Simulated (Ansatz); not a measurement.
Consider the redistribution: `[NH2][In]([NH2])[Cl]` + `N[SiH]([SiH3])O[SiH3]` → `[NH2][In]([Cl])[O][SiH3]` + `N[SiH](N)[SiH3]`.

Isolated molecules relaxed with PBE0-D4/def2-TZVP in Ansatz; ΔE leaves out vibrations. CCSD(T)/CBS is the MP2 limit (def2-TZVPP, def2-QZVPP) plus CCSD(T) − MP2 in def2-TZVPP, frozen cores. DFT in def2-TZVPP. Elements past krypton have def2 core potentials. For In outer-core shells are correlated without core-valence functions, which leaves a few kJ/mol of doubt a bond. Each species was taken in one conformer, which may not be the lowest.

`[NH2][In]([NH2])[Cl]`:

Cartesian coordinates in Å:
```
N -0.420 -1.759 0.455
In 0.418 0.034 0.110
N -0.406 1.691 -0.672
Cl 2.669 0.219 0.702
H 0.056 -2.317 1.150
H -1.411 -1.765 0.650
H -1.164 1.554 -1.326
H 0.257 2.342 -1.068
```

`N[SiH]([SiH3])O[SiH3]`:

```xyz
14

N    -1.643    0.872    0.628
Si    0.012    0.970    0.219
Si    1.214   -0.104    1.919
O     0.420    0.282   -1.221
Si    0.000   -0.943   -2.217
H    -2.337    1.486    0.236
H    -2.053    0.052    1.042
H     0.339    2.411    0.076
H     1.191    0.697    3.174
H     2.630   -0.330    1.524
H     0.595   -1.430    2.206
H    -0.224   -2.195   -1.444
H     1.102   -1.156   -3.187
H    -1.248   -0.613   -2.955
```

`[NH2][In]([Cl])[O][SiH3]`:

Cartesian coordinates in Å:
```
N 0.858 -0.530 -2.667
In -0.053 -0.689 -0.896
Cl -1.649 -2.287 -0.394
O 0.229 0.678 0.487
Si -0.381 0.986 1.970
H 0.954 -1.392 -3.185
H 1.745 -0.046 -2.651
H 0.234 2.239 2.483
H -0.078 -0.119 2.924
H -1.860 1.161 1.929
```

`N[SiH](N)[SiH3]`:

Cartesian coordinates in Å:
```
N -1.521 -0.512 1.049
Si -0.092 0.300 0.551
N 1.248 -0.578 1.161
Si 0.262 0.440 -1.770
H -2.363 0.011 1.220
H -1.718 -1.452 0.745
H -0.289 1.683 1.087
H 2.153 -0.513 0.727
H 1.317 -0.790 2.144
H -0.709 1.385 -2.391
H 0.077 -0.891 -2.416
H 1.635 0.916 -2.107
```

```json
{"species": "`[NH2][In]([NH2])[Cl]`", "PBE0 energy (Eh)": "-762.10177"}
{"species": "`N[SiH]([SiH3])O[SiH3]`", "PBE0 energy (Eh)": "-1003.54495"}
{"species": "`[NH2][In]([Cl])[O][SiH3]`", "PBE0 energy (Eh)": "-1072.58708"}
{"species": "`N[SiH](N)[SiH3]`", "PBE0 energy (Eh)": "-693.04867"}
```

(1) Work out ΔE.

Largest T1 diagnostic among the species: 0.014.

## Answers

(1) ΔE = (-1072.58708) + (-693.04867) − (-762.10177) − (-1003.54495) = 0.01097 Eh = +6.9 kcal/mol. CCSD(T)/CBS gives +7.2 kcal/mol.
